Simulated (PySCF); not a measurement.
C2H5FSe, SMILES CC[Se]F.

Geometry optimised at PBE0-D3(BJ)/def2-SVP. This is a generated structure with no PubChem entry under its InChIKey; it may be hypothetical. The values are those of a single conformer.

Two levels are set side by side: PBE/def2-TZVP (PySCF) and ωB97X/def2-TZVP (PySCF). Same geometry, gas phase. Differences are taken from unrounded values.

| quantity | ωB97X | PBE | PBE minus ωB97X |
|---|---|---|---|
| orbital gap (eV) | 9.52 | 2.61 | -6.91 |
| highest occupied level (eV) | -8.89 | -5.26 | 3.63 |
| lowest empty level (eV) | 0.63 | -2.64 | -3.28 |
| dipole moment (D) | 2.59 | 2.38 | -0.21 |
| mean polarisability (bohr³) | 50.0 | 52.2 | 2.2 |

Without exact exchange PBE keeps part of each electron's self-repulsion, which lifts occupied levels and narrows the gap. PBE's more diffuse valence density responds more strongly to a field. Differences between two approximate levels are no errors against the true value.

Rough cost on one machine, each run with all the roots and properties that it gave: ωB97X against PBE within a factor of 2.
